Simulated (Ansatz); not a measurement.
`Cl[SiH2][O][GeH3]` + `BN([SiH3])[SiH2][SiH3]` → `BN([SiH2][SiH3])[SiH2]Cl` + `[SiH3][O][GeH3]`  (redistribution)

Computed with Ansatz on PBE0-D4/def2-TZVP structures; ΔE is electronic, products minus reactants. CBS: MP2 limit from def2 TZ/QZ plus the TZ coupled-cluster correction, frozen cores. Functionals use def2-TZVPP. For Ge outer-core shells are correlated without core-valence functions, which leaves a few kJ/mol of doubt a bond. Scalar relativity is left out up to krypton. Each species was taken in one conformer, which may not be the lowest.

(1) Is it downhill or uphill in electronic energy at CCSD(T)/CBS, and by how much? (Estimate.)

(2) What do these levels give: r2SCAN-D4, B2PLYP, PBE, HF/def2-TZVPP, MP2/def2-TZVPP, CCSD(T)/def2-TZVPP? (An estimate is asked.)

Largest T1 diagnostic among the species: 0.013.

Results:

(1) Ansatz gave: Uphill: ΔE = +7.6 kJ/mol.

(2) Computed: r2SCAN-D4 8.3, B2PLYP 7.7, PBE 9.4, HF/def2-TZVPP 6.6, MP2/def2-TZVPP 6.5, CCSD(T)/def2-TZVPP 7.6 kJ/mol.
